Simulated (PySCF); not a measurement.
# Cost of excited-state runs on `B1NBNBN1`, B₃H₆N₃

Numbering as in the mapped SMILES `[BH:1]1[NH:2][BH:3][NH:4][BH:5][NH:6]1`; H(Xn) means a hydrogen on atom n.

PySCF with density fitting, on 1 thread of an Arm Neoverse V2, shared host. Command: `OMP_NUM_THREADS=1 python excited_run.py task.json out`

Problem. How long does each of these runs take, and how much memory?
- excited-state relaxation, B3LYP/6-31G*; state S1; TDA; grid level 1; at most 30 steps
- excited-state relaxation, B3LYP/6-31G*; state T1; TDA; grid level 1
- excited-state relaxation, B3LYP/6-31G*; state S1; TDDFT; grid level 1; writes grids
- excited-state relaxation, B3LYP/6-31G*; state T1; UKS; grid level 1

Solution. 
```csv
run,level,basis functions,wall time,peak memory (GiB)
excited-state relaxation,B3LYP/6-31G*,96,27 s,0.57
excited-state relaxation,B3LYP/6-31G*,96,2.1 min,0.58
excited-state relaxation,B3LYP/6-31G*,96,36 s,0.58
excited-state relaxation,B3LYP/6-31G*,96,110 s,0.52
```
Times from a shared host are rough.
